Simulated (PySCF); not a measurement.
# From computed data to an observable: refractive index and permittivity of the vapour

B(Cl)(NH2)2 (BClH₄N₂), SMILES ClB(N)N.

The structure is a stationary point at PBE-D3(BJ)/def2-SVP. One conformer was computed; it need not be the lowest.

PBE0/def2-TZVPD run with PySCF gives a mean static polarisability of 47.7 bohr³ and a dipole moment of 2.84 D. Take an ideal gas at 298.15 K and 1 bar, whether or not the substance is that volatile.

Work out n − 1 in the optical limit and the static ε − 1.


Polarisability volume α' = 47.7 × 0.148185 = 7.07 Å³. Number density N = p/kT = 2.43e-5 Å⁻³.
Dilute limit of Lorentz–Lorenz: n − 1 = 2π N α' = 0.0011.
Orientation term of Debye: μ²/(3kT) = 8.098 Å³ × μ²(D²) = 65.31 Å³.
ε − 1 = 4π N (α' + μ²/3kT) = 0.022. Orientation of the dipole supplies 90 % of the static response; it can't follow optical fields. Vibrational polarisation and dispersion are left out.
